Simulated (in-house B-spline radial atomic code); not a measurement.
Settings and results of a run for Sc IV (Sc3+). Method: non-relativistic r2SCAN, spin-polarised, spherical fractional occupations, point nucleus, inside a hard spherical wall at 1.39 bohr. Calculated with a B-spline radial code for spherical atoms.

Command:
```bash
python run_scf.py task.json out
```
Settings:
```
Z                21
configuration    [He] 2s2 2p5 3s2 3p6 3d1
hamiltonian      nr
method           r2scan
spin_polarised   True
wall_radius      1.39
```

Output (hartree, bohr):
```
 radial grid: 35 intervals, B-splines of order 8, outer radius 1.39 bohr

 iter        energy (Eh)    residual
    1        -729.383154    5.85e-02
    2        -729.387363    1.43e-03
    3        -729.387366    7.24e-04
    4        -729.387366    3.67e-04
    5        -729.387367    1.52e-05
    6        -729.387367    1.00e-06
    7        -729.387367    1.22e-07

 total energy                      -729.38737
 kinetic                             800.2108
 electron-nucleus                  -1810.0118
 Hartree                             320.3974
 exchange-correlation                -39.9837

 orbital      occ     eigenvalue          <r>       <r^2>       <1/r>       r_max
 1s up      1.000      -161.0710    0.0736505  0.00728434      20.519     0.04838
 1s down    1.000      -160.9339    0.0735889  0.00727094     20.5315     0.04837
 2s up      1.000       -17.2221     0.344682    0.140727     4.28122      0.2845
 2s down    1.000       -16.9350     0.345117     0.14115      4.2739      0.2846
 2p up      3.000       -14.1874     0.307261    0.116637     4.20002      0.2323
 2p down    2.000       -13.8738     0.308055     0.11734     4.19243      0.2327
 3s up      1.000        -0.6515      0.79138    0.692702     1.80668      0.8253
 3s down    1.000        -0.5497     0.792979    0.695232     1.80009      0.8276
 3p up      3.000         0.3100      0.77856    0.676788     1.75065       0.818
 3p down    3.000         0.4243     0.780693    0.680171     1.74475      0.8212
 3d up      1.000         1.5805     0.747545    0.611238     1.50756      0.7403
```

Time taken, with all properties: 0.07 s on 1 thread of Arm Neoverse V1, with other jobs on the host.
